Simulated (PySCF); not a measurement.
A survey of ¹⁹F NMR shifts

In vacuum, equivalent nuclei averaged, one computed conformer, non-relativistic. Geometry from GFN2-xTB; shieldings: GIAO PBE0/pcSseg-1; PySCF 2.14.0 with density-fitted response routines.

Shieldings were converted by a linear fit to measured shifts: ¹⁹F (scatter 6.0 ppm rms, 7.0 ppm with the 5 outliers that the fit left out vs CFCl3, solution or neat liquid, with a term for F on sp3 carbon). A few per cent of atoms miss by over 2 rms, more outside the fitted compound classes.

Problem. Give the ¹⁹F shifts of `CC(C)[C@@H]1[SiH2][C@H]1F`, `CC[C@@H]1C[C@]1(F)[SiH3]`, `CC/C=C/[SiH2]CF`.

Solution. 
```tsv
compound	environment	δ (ppm)
CC(C)[C@@H]1[SiH2][C@H]1F	fluorine on an sp3 carbon	-216.8
CC[C@@H]1C[C@]1(F)[SiH3]	fluorine on an sp3 carbon	-189.5
CC/C=C/[SiH2]CF	fluorine on an sp3 carbon	-264.7
```

Problem. Match the shifts -83.8, -97.4, -188.8, -214.4, -228.0, -236.8 ppm to `FCCCC1=CCO1`, `CC/C(=C/[SiH3])CF`, `FC[C@H]1CC[SiH2]C1`, `C/C(F)=C(/C)C[SiH3]`, `C=C(F)C[SiH2]CC`, `O=C1CCCC[C@H]1F`.

Solution. -83.8: C=C(F)C[SiH2]CC (vinylic fluorine); -97.4: C/C(F)=C(/C)C[SiH3] (vinylic fluorine); -188.8: O=C1CCCC[C@H]1F (fluorine on an sp3 carbon); -214.4: FCCCC1=CCO1 (fluorine on an sp3 carbon); -228.0: CC/C(=C/[SiH3])CF (fluorine on an sp3 carbon); -236.8: FC[C@H]1CC[SiH2]C1 (fluorine on an sp3 carbon).
